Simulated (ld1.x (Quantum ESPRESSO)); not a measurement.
**An all-electron radial function and its pseudo partner (potassium (K))**

Columns: radius, all-electron u(r) and pseudo u(r) of the 4p shell (level -1.57 eV) of potassium in the configuration [Ar] 3d0 4s0.75 4p0; PBE, scalar-relativistic, TM scheme, ld1.x (Quantum ESPRESSO) 7.5.

```json
{"r (bohr)": "0.210", "all-electron": "0.0815", "pseudo": "0.0020"}
{"r (bohr)": "0.420", "all-electron": "0.0113", "pseudo": "0.0078"}
{"r (bohr)": "0.630", "all-electron": "-0.0836", "pseudo": "0.0172"}
{"r (bohr)": "0.840", "all-electron": "-0.1384", "pseudo": "0.0295"}
{"r (bohr)": "1.050", "all-electron": "-0.1497", "pseudo": "0.0440"}
{"r (bohr)": "1.260", "all-electron": "-0.1298", "pseudo": "0.0602"}
{"r (bohr)": "1.470", "all-electron": "-0.0916", "pseudo": "0.0774"}
{"r (bohr)": "1.680", "all-electron": "-0.0443", "pseudo": "0.0953"}
{"r (bohr)": "1.890", "all-electron": "0.0063", "pseudo": "0.1141"}
{"r (bohr)": "2.100", "all-electron": "0.0567", "pseudo": "0.1341"}
{"r (bohr)": "2.310", "all-electron": "0.1049", "pseudo": "0.1559"}
{"r (bohr)": "2.520", "all-electron": "0.1501", "pseudo": "0.1799"}
{"r (bohr)": "2.730", "all-electron": "0.1917", "pseudo": "0.2065"}
{"r (bohr)": "2.940", "all-electron": "0.2294", "pseudo": "0.2352"}
{"r (bohr)": "3.150", "all-electron": "0.2632", "pseudo": "0.2647"}
{"r (bohr)": "3.360", "all-electron": "0.2933", "pseudo": "0.2935"}
{"r (bohr)": "3.570", "all-electron": "0.3198", "pseudo": "0.3198"}
{"r (bohr)": "3.780", "all-electron": "0.3431", "pseudo": "0.3431"}
{"r (bohr)": "3.990", "all-electron": "0.3631", "pseudo": "0.3631"}
{"r (bohr)": "4.200", "all-electron": "0.3801", "pseudo": "0.3801"}
{"r (bohr)": "4.410", "all-electron": "0.3940", "pseudo": "0.3940"}
{"r (bohr)": "4.620", "all-electron": "0.4050", "pseudo": "0.4050"}
{"r (bohr)": "4.830", "all-electron": "0.4129", "pseudo": "0.4129"}
{"r (bohr)": "5.040", "all-electron": "0.4182", "pseudo": "0.4182"}
{"r (bohr)": "5.250", "all-electron": "0.4209", "pseudo": "0.4209"}
{"r (bohr)": "5.460", "all-electron": "0.4213", "pseudo": "0.4213"}
```

How many radial nodes do the two functions have?

The all-electron 4p function has n − l − 1 = 2; the pseudo-wave has 0, since the states of the same l below it are removed with the core.

At about which radius was the pseudo-wave matched?

3.65 bohr. The columns agree to 0.0005 from 3.36 bohr on; several derivatives are matched, so the curves merge somewhat inside the radius.

Is the pseudo-wave norm-conserving?

Yes: the TM scheme keeps the norm inside the radius equal to the all-electron one, which fixes the energy derivative of the logarithmic derivative at the level.
